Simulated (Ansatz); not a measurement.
One change: `[SiH3][N]([SiH3])[Ga]([N]([SiH3])[SiH3])[N]([SiH3])[SiH3]` becomes `[SiH3][N]([SiH3])[Al]([N]([SiH3])[SiH3])[N]([SiH3])[SiH3]`.

Ansatz, PBE0-D4/def2-TZVP geometries, multiplicity 1. Each molecule was computed in one conformer, which needn't be the lowest.

Scalar relativity is left out up to krypton.

| property | `[SiH3][N]([SiH3])[Ga]([N]([SiH3])[SiH3])[N]([SiH3])[SiH3]` |
| --- | --- |
| HOMO energy (B3LYP/def2-TZVPP) / eV | -7.47 |
| HOMO–LUMO gap (ωB97M-V/def2-TZVPP) / eV | 10.41 |
| HOMO–LUMO gap (PBE/def2-TZVPP) / eV | 4.31 |
| HOMO–LUMO gap (PBE0/def2-TZVPP) / eV | 6.45 |
| HOMO energy (PBE0/def2-TZVPP) / eV | -7.70 |
| size of the dipole moment (PBE/def2-TZVPP) / D | 0.06 |

Task: What does the change do to each property? (An estimate is asked.)

Result: Computed: 
```json
{"property": "HOMO energy (B3LYP/def2-TZVPP) / eV", "`[SiH3][N]([SiH3])[Al]([N]([SiH3])[SiH3])[N]([SiH3])[SiH3]`": "-7.55", "shift": "-0.08"}
{"property": "HOMO–LUMO gap (ωB97M-V/def2-TZVPP) / eV", "`[SiH3][N]([SiH3])[Al]([N]([SiH3])[SiH3])[N]([SiH3])[SiH3]`": "10.57", "shift": "0.16"}
{"property": "HOMO–LUMO gap (PBE/def2-TZVPP) / eV", "`[SiH3][N]([SiH3])[Al]([N]([SiH3])[SiH3])[N]([SiH3])[SiH3]`": "4.59", "shift": "0.28"}
{"property": "HOMO–LUMO gap (PBE0/def2-TZVPP) / eV", "`[SiH3][N]([SiH3])[Al]([N]([SiH3])[SiH3])[N]([SiH3])[SiH3]`": "6.69", "shift": "0.24"}
{"property": "HOMO energy (PBE0/def2-TZVPP) / eV", "`[SiH3][N]([SiH3])[Al]([N]([SiH3])[SiH3])[N]([SiH3])[SiH3]`": "-7.78", "shift": "-0.08"}
{"property": "size of the dipole moment (PBE/def2-TZVPP) / D", "`[SiH3][N]([SiH3])[Al]([N]([SiH3])[SiH3])[N]([SiH3])[SiH3]`": "0.15", "shift": "0.09"}
```

With PBE0 the HOMO falls by 0.08 eV and the LUMO rises by 0.16 eV, so the gap widens by about 0.24 eV. PBE moves the HOMO by -0.07 eV and ωB97M-V by -0.08 eV. Dipoles are sizes alone; their direction can turn.

B3LYP here is the variant with VWN-RPA as its local correlation; programs differ in this.
